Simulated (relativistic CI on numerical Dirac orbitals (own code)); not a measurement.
# Ag XLVI: sensitivity of the levels to the model

Base calculation: Dirac-Coulomb-Breit CI, orbitals from a KLI potential per configuration, a model potential for QED, unscaled Slater integrals.

Configurations in the expansion: 1s2, 1s 2s, 1s 2p, 1s 3s, 1s 3p, 1s 3d, 1s 4s, 1s 4p, 1s 4d, 1s 4f, 1s 5s, 1s 5p, 1s 5d, 1s 5f, 1s 5g, 1s 6s, 1s 6p, 1s 6d. Levels of other configurations are missing.

Variants: (1) P86 correlation estimate; (2) QED terms removed; (3) non-relativistic limit. Shifts of the energy above 1s2 1S_0, in eV, for the lowest level and the first level of each name with at least 55 % of one term (blank where a level changes its place among those of its configuration and J or its character, or is not in the variant):

| Level | Base | Δ(1) | Δ(2) | Δ(3) |
| --- | --- | --- | --- | --- |
| 1s2 1S_0 | 0.0 | 0.0 | 0.0 | 0.0 |
| 1s 2s 3S_1 | 22542.4 | +1.9 | +22.8 | -558.9 |
| 1s 2p 3P°_1 | 22607.6 | +1.9 | +26.9 | -576.6 |
| 1s 2p 3P°_0 | 22608.4 | +1.9 | +26.9 | -577.4 |
| 1s 2s 1S_0 | 22611.2 | +1.9 | +22.8 | -573.4 |
| 1s 2p 3P°_2 | 22818.7 | +1.9 | +26.5 | -787.7 |
| 1s 2p 1P°_1 | 22849.3 | +1.9 | +26.5 | -776.4 |
| 1s 3s 3S_1 | 26777.0 | +2.2 | +25.7 | -739.5 |
| 1s 3p 3P°_1 | 26794.8 | +2.2 | +26.9 | -744.1 |
| 1s 3p 3P°_0 | 26795.0 | +2.2 | +26.9 | -744.3 |
| 1s 3s 1S_0 | 26795.3 | +2.2 | +25.7 | -743.4 |
| 1s 3p 3P°_2 | 26857.6 | +2.2 | +26.8 | -806.9 |
| 1s 3d 3D_2 | 26865.1 | +2.2 | +26.9 | -806.4 |
| 1s 3d 3D_1 | 26866.0 | +2.2 | +26.9 | -807.4 |
| 1s 3p 1P°_1 | 26866.2 | +2.2 | +26.8 | -804.2 |
| 1s 3d 3D_3 | 26885.5 | +2.2 | +26.9 | -826.8 |
| 1s 3d 1D_2 | 26886.5 | +2.2 | +26.9 | -827.3 |
| 1s 4s 3S_1 | 28242.5 | +2.6 | +26.4 | -792.8 |
| 1s 4p 3P°_1 | 28249.8 | +2.6 | +26.9 | -794.7 |
| 1s 4p 3P°_0 | 28249.8 | +2.6 | +26.9 | -794.7 |
| 1s 4s 1S_0 | 28249.9 | +2.6 | +26.4 | -794.5 |
| 1s 4p 3P°_2 | 28276.2 | +2.6 | +26.9 | -821.1 |

At this charge energies of transitions that change n are usually good to better than 1 %, and those within a shell (Δn = 0) to a few per cent.

Ionisation energy from the two ground configurations alone: base 30094.9 eV; QED terms removed 30121.9 eV. The NIST ASD value (theoretical) is 30097.3 eV.

LS names give the leading component of a level, which can be under half, so a name can repeat, a term be missing and a line seem to break the LS rules.
